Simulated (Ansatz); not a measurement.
Program: Ansatz. Geometries: PBE0-D4/def2-TZVP. ΔE: electronic, gas phase. CCSD(T)/CBS adds triple-zeta CCSD(T) − MP2 to the extrapolated MP2 energy (def2 sets, frozen cores). For Ge outer-core shells are correlated without core-valence functions, which leaves a few kJ/mol of doubt a bond. Scalar relativity is left out up to krypton.

Consider the redistribution: `[AlH2][SiH2][GeH3]` + `CN[SiH3]` → `[SiH3][SiH2][GeH3]` + `C[NH][AlH2]`.

| species | HF/CBS(def2) energy (Eh) |
| --- | --- |
| `[AlH2][SiH2][GeH3]` | -2610.35353 |
| `CN[SiH3]` | -385.40185 |
| `[SiH3][SiH2][GeH3]` | -2657.96876 |
| `C[NH][AlH2]` | -337.80223 |

Question: Work out ΔE.

Answer: ΔE = (-2657.96876) + (-337.80223) − (-2610.35353) − (-385.40185) = -0.01561 Eh = -0.42 eV. CCSD(T)/CBS gives -0.53 eV.

Largest T1 diagnostic among the species: 0.013.

From PBE to PBE0 (25 % exact exchange), in def2-TZVPP and without D4, ΔE moves by +0.04 eV. At CCSD(T), def2-SVP lies −0.07 eV from the extrapolated value and def2-TZVPP −0.01 eV.
